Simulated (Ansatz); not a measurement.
Basis-set series for Cl2FNbS (`[F][Nb](=[S])([Cl])[Cl]`). Total charge 0; spin multiplicity 1. Nb: def2 effective core potential. The structure was optimised at the PBE0-D4/def2-TZVP level.

```csv
functional,basis,functions,energy (Eh),HOMO (eV),LUMO (eV)
PBE0-D4,def2-SVP,99,-1474.63533,-8.54,-3.22
PBE0-D4,def2-QZVPP,348,-1475.27552,-8.49,-3.23
ωB97M-V,def2-SVP,99,-1474.99717,-10.55,-1.08
ωB97M-V,def2-QZVPP,348,-1475.63141,-10.55,-1.17
```

(1) Give the rows for def2-TZVPP. (An estimate is asked.)

## Answers

(1) Computed: 
```
functional       basis  functions  energy (Eh)  HOMO (eV)  LUMO (eV)
   PBE0-D4  def2-TZVPP        213  -1475.22805      -8.49      -3.23
   ωB97M-V  def2-TZVPP        213  -1475.58625     -10.54      -1.16
```
